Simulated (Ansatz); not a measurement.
The molecule NaC+, multiplicity 3 (lowest of 2S+1 = 1, 3, 5 at CCSD(T)/def2-TZVPP on PBE0 minima; our sources give no spin for the ground state, which may be another).

Seven points along R, fitted to fifth degree in 1/R; most abundant isotopes. In def2 and cc sets the state is the lowest found near the PBE0 minimum, followed along R.

Codes used: Ansatz (Gaussian orbitals). Each number belongs to the level named beside it.

Energies at PBE0/def2-TZVPP:

```json
[
 {"R (Å)": "2.521894", "E (hartree)": "-199.79701039"},
 {"R (Å)": "2.589687", "E (hartree)": "-199.79754005"},
 {"R (Å)": "2.652056", "E (hartree)": "-199.79778812"},
 {"R (Å)": "2.722561", "E (hartree)": "-199.79785612"},
 {"R (Å)": "2.793065", "E (hartree)": "-199.79775255"},
 {"R (Å)": "2.874417", "E (hartree)": "-199.79748136"},
 {"R (Å)": "2.969327", "E (hartree)": "-199.79702576"}
]
```

**Question.** With a reduced mass of 7.8845 u, find the minimum, the force constant and the constants.

**Answer.** A fifth-degree polynomial in 1/R puts the minimum at r_e = 2.7118 Å with force constant 15.6 N/m. Then ω_e = (1/2πc)√(k/μ) = 183 cm⁻¹ and B_e = h/(8π²cμr_e²) = 0.2907 cm⁻¹; the cubic and quartic terms give α_e = 0.0079 and ω_e x_e = 4.5 cm⁻¹.

Ansatz is a program for electronic structure.
